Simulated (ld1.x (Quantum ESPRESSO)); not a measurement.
## Logarithmic derivatives: Hf (Z = 72), ultrasoft

ld1.x (Quantum ESPRESSO) 7.5 input, shortened:

```
&input
   title='Hf', zed=72., rel=1, dft='PBE', iswitch=3,
   config='[Xe] 4f14 5d2 6s0.5 6p0'
 /
 &inputp
   pseudotype=3, tm=.true., lloc=-2, rcloc=2.45,
   nlcc=.false.
 /
6
6S  1  0   0.50   0.00  2.75  3.00  0.0
6S  1  0   0.00  -0.20  2.75  3.00  0.0
6P  2  1   0.00   0.00  2.35  2.90  0.0
6P  2  1   0.00   3.20  2.35  2.90  0.0
5D  3  2   2.00   0.00  1.45  1.85  0.0
5D  3  2   0.00   4.05  1.45  1.85  0.0
 &test
   configts(1)='5d2 6s0.5 6p0'
 /
```

The phase is arctan(r·u′/u) with u = r·R(r), unwrapped; energies in Ry, scanned from -3 to 5 Ry. A pole is an energy at which the radial function vanishes at the test radius. The pseudo phase is shifted by a multiple of π to meet the all-electron one at the reference energy, and phase errors are pseudo minus all-electron; the curves can meet again beyond the range given. Levels narrower than the energy grid can be missing from the lists of poles.

**Question.** For each channel, where are the poles, and over which energies does the pseudopotential scatter like the atom?

**Answer.**

```
channel  radius (bohr)  reference energy (Ry)  poles, all-electron  poles, pseudo  unbroken range about the reference energy with phases within 0.05 rad  phase error 1 Ry above the reference energy (rad)
      s           3.25                  -1.04                 0.11     0.11, 2.88                                                              below 2.4                                             +0.000
      p           3.25                  -0.67                 1.25           1.18                                                              below 3.7                                             -0.009
      d           3.25                  -0.94          -0.64, 3.31    -0.64, 3.32                                                        the whole range                                             +0.001
```

Phases in the p channel:

```tsv
E (Ry)	all-electron	pseudo
-3.00	1.372	1.350
-2.76	1.351	1.336
-2.52	1.330	1.318
-2.28	1.306	1.296
-2.04	1.276	1.269
-1.80	1.238	1.231
-1.56	1.185	1.179
-1.32	1.104	1.100
-1.08	0.969	0.965
-0.84	0.704	0.703
-0.60	0.140	0.140
-0.36	-0.622	-0.628
-0.12	-1.063	-1.072
0.12	-1.272	-1.281
0.36	-1.386	-1.395
0.60	-1.458	-1.467
0.84	-1.509	-1.518
1.08	-1.548	-1.557
1.32	-1.580	-1.590
1.56	-1.609	-1.619
1.80	-1.636	-1.646
2.04	-1.663	-1.673
2.28	-1.692	-1.702
2.52	-1.725	-1.736
2.76	-1.766	-1.776
3.00	-1.820	-1.829
3.24	-1.899	-1.904
3.48	-2.033	-2.025
3.72	-2.301	-2.253
3.96	-2.916	-2.750
4.20	-3.739	-3.552
4.44	-4.164	-4.074
4.68	-4.354	-4.314
4.92	-4.456	-4.442
```
